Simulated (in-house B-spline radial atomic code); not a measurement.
OEP/ALDAx excitations of Ca²⁺

Method: OEP/ALDAx. Computed with an all-electron radial atomic-structure program (B-spline basis): linear response of the closed shell [Ne] 3s2 3p6 with the adiabatic LDA exchange kernel on the exchange-only optimised effective potential; non-relativistic, point nucleus, no spin-orbit coupling, no double excitations, S, P, D and F terms only. Only terms of natural parity with L up to 3 were computed.

Command:
```bash
python run_td.py task.json out
```
Settings (radii: box in bohr, nucleus in fm):
```
Z                        20
electrons                18
configuration            [Ne] 3s2 3p6
hamiltonian              nr
method                   oep
box_radius               29.48
intervals                75
```

Cost of the run: 0.6 s on 1 thread of Intel(R) Xeon(R) Platinum 8259CL CPU @ 2.50GHz (Skylake/Cascade Lake), with other jobs on the host.

The lowest states, in the order of their Tamm-Dancoff energies; the method's threshold (minus the highest occupied level) is 51.07 eV. Labels give the largest channel, * marks a mixed state, and oscillator strengths are full-response dipole values. Semilocal kernels can invert the small singlet-triplet splittings of Rydberg terms. Energies in eV:

```json
{"state": "3p → 3d 3P", "full response": "24.960", "Tamm-Dancoff": "25.072", "oscillator strength": "-"}
{"state": "3p → 3d 3F", "full response": "?", "Tamm-Dancoff": "?", "oscillator strength": "-"}
{"state": "3p → 3d 1F", "full response": "27.977", "Tamm-Dancoff": "28.004", "oscillator strength": "-"}
{"state": "3p → 4s 3P", "full response": "29.483", "Tamm-Dancoff": "29.498", "oscillator strength": "-"}
{"state": "3p → 4s 1P", "full response": "30.07", "Tamm-Dancoff": "30.08", "oscillator strength": "0.528"}
{"state": "3p → 4p 3S", "full response": "33.22", "Tamm-Dancoff": "33.25", "oscillator strength": "-"}
{"state": "3p → 4p 3D", "full response": "33.81", "Tamm-Dancoff": "33.82", "oscillator strength": "-"}
{"state": "3p → 4p 1D", "full response": "?", "Tamm-Dancoff": "?", "oscillator strength": "-"}
{"state": "3p → 3d 1P", "full response": "34.35", "Tamm-Dancoff": "35.32", "oscillator strength": "3.6"}
{"state": "3p → 4p 1S", "full response": "35.78", "Tamm-Dancoff": "35.94", "oscillator strength": "-"}
```

Task: Where does 3p → 4p 1D lie?

Result: At 34.17 eV in full response, 34.18 eV in Tamm-Dancoff.

Task: Where does 3p → 3d 3F lie?

Result: At 25.726 eV in full response, 25.806 eV in Tamm-Dancoff.

Task: How large is the singlet-triplet splitting of 3p → 3d (F terms) in Tamm-Dancoff?

Result: 2.2 eV, from the unrounded values.

Task: What polarisabilities and dispersion coefficient does the method give?

Result: Dipole 3.284 bohr³, quadrupole 7.235 bohr⁵, C6 10.87 hartree·bohr⁶ for two such species.
